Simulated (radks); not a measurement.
Spherical quantum dot in the effective-mass picture: electrons in a parabolic well V = omega^2 r^2 / 2 with omega = 0.287, with a point charge +2 (a donor) at the centre, all in effective atomic units (hartree* = m*/eps^2 hartree, bohr* = eps/m* bohr), one dielectric constant everywhere. Method: non-relativistic Kohn-Sham, LDA (Slater exchange, Perdew-Wang correlation), spin-polarised, spherical densities; computed with a radial shooting solver with Libxc functionals. Levels are named by radial order and angular momentum (1s, 1p, 1d, 2s, ...), and open shells are averaged over m.

N = 25, configuration 1s2 1p6 1d10 2s2 1f(up 5, down 0). This is the lowest configuration that the search found. Occupied and some empty levels:

| level | occupation | eigenvalue (hartree*) | <r> (bohr*) |
|---|---|---|---|
| 1s down | 1 | 4.4600 | 0.9785 |
| 1s up | 1 | 4.4618 | 0.9792 |
| 2s up | 1 | 5.0082 | 4.528 |
| 2s down | 1 | 5.0266 | 4.440 |
| 1p up | 3 | 5.0457 | 4.549 |
| 1p down | 3 | 5.0636 | 4.441 |
| 1d up | 5 | 5.1555 | 5.232 |
| 1d down | 5 | 5.1784 | 5.193 |
| 1f up | 5 | 5.2755 | 5.659 |
| 1f down | 0 | 5.3001 | 5.652 |
| 2p up | 0 | 5.3037 | 4.524 |
| 2p down | 0 | 5.3160 | 4.574 |
| 1g up | 0 | 5.4092 | 5.997 |
| 1g down | 0 | 5.4342 | 6.008 |
| 2d up | 0 | 5.4823 | 5.160 |
| 2d down | 0 | 5.4958 | 5.166 |

Energy (hartree*): total 70.0402, kinetic 7.7368, external 9.3349, Hartree 59.180, exchange-correlation -6.2118.

Electron density:

| r (bohr*) | n(r) (e/bohr*^3) |
|---|---|
| 0.455 | 0.6487 |
| 0.961 | 0.1177 |
| 1.47 | 0.03052 |
| 1.97 | 0.01668 |
| 2.48 | 0.01681 |
| 2.98 | 0.01946 |
| 3.49 | 0.02196 |
| 4.00 | 0.02337 |
| 4.50 | 0.02317 |
| 5.01 | 0.02104 |
| 5.52 | 0.01715 |
| 6.02 | 0.01227 |
| 6.53 | 0.007553 |
| 7.03 | 0.003936 |
| 7.54 | 0.001718 |
| 8.05 | 0.0006245 |
| 8.55 | 0.0001886 |
| 9.06 | 0.00004751 |
| 9.56 | 9.981e-06 |
| 10.1 | 1.767e-06 |
